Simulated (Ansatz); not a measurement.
Species: C$_{8}$H$_{6}$F$_{2}$Si, SMILES `F[Si]1(F)C=c2ccccc2=C1` (charge 0, multiplicity 1).

**Question.** Give a relaxed geometry from Ansatz (an electronic-structure program) with PBE-D3(BJ)/def2-SVP.

**Answer.** the end point of this relaxation (outside a Z-matrix the atoms follow the SMILES, hydrogens last).
Bonds (Å): F1–Si2 1.633, Si2–F3 1.633, Si2–C4 1.863, Si2–C11 1.863, C4–C5 1.372, C4–H12 1.099, C5–C6 1.455, C5–C10 1.523, C6–C7 1.366, C6–H13 1.101, C7–C8 1.456, C7–H14 1.101, C8–C9 1.366, C8–H15 1.101, C9–C10 1.455, C9–H16 1.101, C10–C11 1.372, C11–H17 1.099. Bond angles (°): F1–Si2–F3 104.8, F1–Si2–C4 114.3, F1–Si2–C11 114.3, F3–Si2–C4 114.3, F3–Si2–C11 114.3, C4–Si2–C11 95.2, Si2–C4–C5 105.8, Si2–C4–H12 131.9, C5–C4–H12 122.3, C4–C5–C6 125.6, C4–C5–C10 116.6, C6–C5–C10 117.8, C5–C6–C7 120.8, C5–C6–H13 118.2, C7–C6–H13 121.0, C6–C7–C8 121.4, C6–C7–H14 120.0, C8–C7–H14 118.6, C7–C8–C9 121.4, C7–C8–H15 118.6, C9–C8–H15 120.0, C8–C9–C10 120.8, C8–C9–H16 121.0, C10–C9–H16 118.2, C5–C10–C9 117.8, C5–C10–C11 116.6, C9–C10–C11 125.6, Si2–C11–C10 105.8, Si2–C11–H17 131.9, C10–C11–H17 122.3.
